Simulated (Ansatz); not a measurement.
Ansatz (an electronic-structure program) input (HF/3-21G): The .json file is the Basis Set Exchange's 3-21G.

Ansatz 0.2 input:
```yaml
crystal:
  periodic: [false, false, false]
  atoms:
    - {symbol: Cl, position_ang: [-0.58922302, 2.37674857, -0.13425380]}
    - {symbol: Si, position_ang: [-0.09935549, 0.40112199, 0.62829776]}
    - {symbol: Br, position_ang: [2.02800847, -0.19508415, -0.09330495]}
    - {symbol: Br, position_ang: [-1.70207224, -1.11978538, -0.09280517]}
basis:
  gaussian:
    orbitals: 3-21G.json
hamiltonian:
  xc: {name: HF}
magnetization: {spin_polarized: true, initial_magnetization: 1}
phonons: {temperatures: {t_min: 298.15, t_max: 298.15, t_step: 100}}
```

Output:

```
Functional definition: HF
integrals: 0.01 GiB planned
751 factors; integrals over basis functions are off by at most 7.3e-5 eV
mean field: 0.50 GiB planned
mean field evaluation 1: about -159589.6761 eV, gradient 1.3e1 eV
mean field evaluation 2: about -159589.6809 eV, gradient 1.3e1 eV
mean field evaluation 4: about -159591.4888 eV, gradient 1.4e0 eV
mean field evaluation 8: about -159591.5612 eV, gradient 6.3e-2 eV
mean field -159591.56161258 eV, -5864.8817142165 hartree, gradient 5.1e-5 eV, S^2 0.759756; 0 other end points of the search recorded, 0 dependent functions left out
the calculation of the forces begins
reference -159591.56161258 eV, -5864.8817142165 hartree; 51, 50 occupied and 21, 22 virtual orbitals, 751 factors
these checks for a lower state are left out or cut short: stability, starts, cluster_reference, orbital_swaps, neighbouring_geometries, increment
integrals: 0.01 GiB planned
751 factors; integrals over basis functions are off by at most 7.2e-5 eV
mean field: 0.50 GiB planned
mean field evaluation 16: about -159591.5616 eV, gradient 3.2e-2 eV
mean field -159591.56157389 eV, -5864.8817127949 hartree, gradient 1.5e-6 eV, S^2 0.759722; 0 other end points of the search recorded, 0 dependent functions left out
the calculation of the forces begins
reference -159591.56157389 eV, -5864.8817127949 hartree; 51, 50 occupied and 21, 22 virtual orbitals, 751 factors
these checks for a lower state are left out or cut short: stability, starts, cluster_reference, orbital_swaps, neighbouring_geometries, increment
integrals: 0.01 GiB planned
751 factors; integrals over basis functions are off by at most 7.3e-5 eV
mean field: 0.50 GiB planned
mean field -159591.56157610 eV, -5864.8817128760 hartree, gradient 1.5e-6 eV, S^2 0.759790; 0 other end points of the search recorded, 0 dependent functions left out
the calculation of the forces begins
reference -159591.56157610 eV, -5864.8817128760 hartree; 51, 50 occupied and 21, 22 virtual orbitals, 751 factors
these checks for a lower state are left out or cut short: stability, starts, cluster_reference, orbital_swaps, neighbouring_geometries, increment
integrals: 0.01 GiB planned
751 factors; integrals over basis functions are off by at most 7.2e-5 eV
mean field: 0.50 GiB planned
mean field evaluation 32: about -159591.5616 eV, gradient 3.2e-2 eV
mean field -159591.56160694 eV, -5864.8817140093 hartree, gradient 1.5e-6 eV, S^2 0.759745; 0 other end points of the search recorded, 0 dependent functions left out
the calculation of the forces begins
reference -159591.56160694 eV, -5864.8817140093 hartree; 51, 50 occupied and 21, 22 virtual orbitals, 751 factors
these checks for a lower state are left out or cut short: stability, starts, cluster_reference, orbital_swaps, neighbouring_geometries, increment
integrals: 0.01 GiB planned
751 factors; integrals over basis functions are off by at most 7.3e-5 eV
mean field: 0.50 GiB planned
mean field -159591.56160775 eV, -5864.8817140389 hartree, gradient 1.5e-6 eV, S^2 0.759767; 0 other end points of the search recorded, 0 dependent functions left out
the calculation of the forces begins
reference -159591.56160775 eV, -5864.8817140389 hartree; 51, 50 occupied and 21, 22 virtual orbitals, 751 factors
these checks for a lower state are left out or cut short: stability, starts, cluster_reference, orbital_swaps, neighbouring_geometries, increment
integrals: 0.01 GiB planned
751 factors; integrals over basis functions are off by at most 7.3e-5 eV
mean field: 0.50 GiB planned
mean field -159591.56156233 eV, -5864.8817123698 hartree, gradient 1.5e-6 eV, S^2 0.759737; 0 other end points of the search recorded, 0 dependent functions left out
the calculation of the forces begins
reference -159591.56156233 eV, -5864.8817123698 hartree; 51, 50 occupied and 21, 22 virtual orbitals, 751 factors
these checks for a lower state are left out or cut short: stability, starts, cluster_reference, orbital_swaps, neighbouring_geometries, increment
integrals: 0.01 GiB planned
751 factors; integrals over basis functions are off by at most 7.2e-5 eV
mean field: 0.50 GiB planned
mean field -159591.56155803 eV, -5864.8817122118 hartree, gradient 1.5e-6 eV, S^2 0.759775; 0 other end points of the search recorded, 0 dependent functions left out
the calculation of the forces begins
reference -159591.56155803 eV, -5864.8817122118 hartree; 51, 50 occupied and 21, 22 virtual orbitals, 751 factors
these checks for a lower state are left out or cut short: stability, starts, cluster_reference, orbital_swaps, neighbouring_geometries, increment
integrals: 0.01 GiB planned
751 factors; integrals over basis functions are off by at most 7.3e-5 eV
mean field: 0.50 GiB planned
mean field evaluation 64: about -159591.5616 eV, gradient 6.8e-5 eV
mean field -159591.56157634 eV, -5864.8817128846 hartree, gradient 1.5e-6 eV, S^2 0.759796; 0 other end points of the search recorded, 0 dependent functions left out
the calculation of the forces begins
reference -159591.56157634 eV, -5864.8817128846 hartree; 51, 50 occupied and 21, 22 virtual orbitals, 751 factors
these checks for a lower state are left out or cut short: stability, starts, cluster_reference, orbital_swaps, neighbouring_geometries, increment
integrals: 0.01 GiB planned
751 factors; integrals over basis functions are off by at most 7.2e-5 eV
mean field: 0.50 GiB planned
mean field -159591.56157583 eV, -5864.8817128662 hartree, gradient 1.5e-6 eV, S^2 0.759716; 0 other end points of the search recorded, 0 dependent functions left out
the calculation of the forces begins
reference -159591.56157583 eV, -5864.8817128662 hartree; 51, 50 occupied and 21, 22 virtual orbitals, 751 factors
these checks for a lower state are left out or cut short: stability, starts, cluster_reference, orbital_swaps, neighbouring_geometries, increment
integrals: 0.01 GiB planned
751 factors; integrals over basis functions are off by at most 7.3e-5 eV
mean field: 0.50 GiB planned
mean field -159591.56158270 eV, -5864.8817131185 hartree, gradient 1.5e-6 eV, S^2 0.759815; 0 other end points of the search recorded, 0 dependent functions left out
the calculation of the forces begins
reference -159591.56158270 eV, -5864.8817131185 hartree; 51, 50 occupied and 21, 22 virtual orbitals, 751 factors
these checks for a lower state are left out or cut short: stability, starts, cluster_reference, orbital_swaps, neighbouring_geometries, increment
integrals: 0.01 GiB planned
751 factors; integrals over basis functions are off by at most 7.3e-5 eV
mean field: 0.50 GiB planned
mean field -159591.56158270 eV, -5864.8817131185 hartree, gradient 1.5e-6 eV, S^2 0.759698; 0 other end points of the search recorded, 0 dependent functions left out
the calculation of the forces begins
reference -159591.56158270 eV, -5864.8817131185 hartree; 51, 50 occupied and 21, 22 virtual orbitals, 751 factors
these checks for a lower state are left out or cut short: stability, starts, cluster_reference, orbital_swaps, neighbouring_geometries, increment
integrals: 0.01 GiB planned
751 factors; integrals over basis functions are off by at most 7.3e-5 eV
mean field: 0.50 GiB planned
mean field -159591.56160772 eV, -5864.8817140378 hartree, gradient 1.1e-6 eV, S^2 0.759743; 0 other end points of the search recorded, 0 dependent functions left out
the calculation of the forces begins
reference -159591.56160772 eV, -5864.8817140378 hartree; 51, 50 occupied and 21, 22 virtual orbitals, 751 factors
these checks for a lower state are left out or cut short: stability, starts, cluster_reference, orbital_swaps, neighbouring_geometries, increment
integrals: 0.01 GiB planned
751 factors; integrals over basis functions are off by at most 7.3e-5 eV
mean field: 0.50 GiB planned
mean field evaluation 96: about -159591.5616 eV, gradient 1.5e-5 eV
mean field -159591.56160667 eV, -5864.8817139993 hartree, gradient 1.4e-6 eV, S^2 0.759769; 0 other end points of the search recorded, 0 dependent functions left out
the calculation of the forces begins
reference -159591.56160667 eV, -5864.8817139993 hartree; 51, 50 occupied and 21, 22 virtual orbitals, 751 factors
these checks for a lower state are left out or cut short: stability, starts, cluster_reference, orbital_swaps, neighbouring_geometries, increment
integrals: 0.01 GiB planned
751 factors; integrals over basis functions are off by at most 7.2e-5 eV
mean field: 0.50 GiB planned
mean field -159591.56160802 eV, -5864.8817140491 hartree, gradient 2.6e-6 eV, S^2 0.759736; 0 other end points of the search recorded, 0 dependent functions left out
the calculation of the forces begins
reference -159591.56160802 eV, -5864.8817140491 hartree; 51, 50 occupied and 21, 22 virtual orbitals, 751 factors
these checks for a lower state are left out or cut short: stability, starts, cluster_reference, orbital_swaps, neighbouring_geometries, increment
integrals: 0.01 GiB planned
751 factors; integrals over basis functions are off by at most 7.3e-5 eV
mean field: 0.50 GiB planned
mean field -159591.56160771 eV, -5864.8817140377 hartree, gradient 1.4e-6 eV, S^2 0.759777; 0 other end points of the search recorded, 0 dependent functions left out
the calculation of the forces begins
reference -159591.56160771 eV, -5864.8817140377 hartree; 51, 50 occupied and 21, 22 virtual orbitals, 751 factors
Total energy: -159591.56161258 eV, -5864.8817142165 hartree
Atom 0 at    -0.589223     2.376749    -0.134254 Å, force    -0.000093     0.000377    -0.000229 eV/Å
Atom 1 at    -0.099355     0.401122     0.628298 Å, force     0.000195    -0.000785     0.000110 eV/Å
Atom 2 at     2.028008    -0.195084    -0.093305 Å, force    -0.000034     0.000208     0.000060 eV/Å
Atom 3 at    -1.702072    -1.119785    -0.092805 Å, force    -0.000067     0.000200     0.000060 eV/Å
Dipole moment:     0.049285    -0.198599     0.389181 e Å
Vibrations: 105.32 124.87 174.32 321.82 431.05 497.06 cm⁻¹, zero-point energy 0.102562 eV
```

The blocks after the first are displaced geometries, from whose forces the wavenumbers follow.
